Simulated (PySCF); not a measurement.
HfBr₃, SMILES [Br][Hf]([Br])[Br] (connectivity only; charge and spin as stated), neutral, multiplicity 2.

Geometry: B3LYP-D3(BJ)/def2-SVP. The spin state was assumed, not searched. The def2 effective core potentials stand for the cores of Hf; spin–orbit coupling is left out.

Calculation: B3LYP-D3(BJ)/def2-SVP in PySCF.

Frequencies are harmonic and unscaled.

Modes within 1.5 cm⁻¹ of each other (mostly degenerate sets) share a row, with their intensities summed.

```csv
mode,ν (cm⁻¹),IR (km/mol),moving atoms (share of kinetic energy)
1,46,2.1,"Hf 57 %, Br 43 %"
2–3,55,0.5,"Br 86 %, Hf 14 %"
4,221,0.0,Br 100 %
5–6,270,89.3,"Br 57 %, Hf 43 %"
```
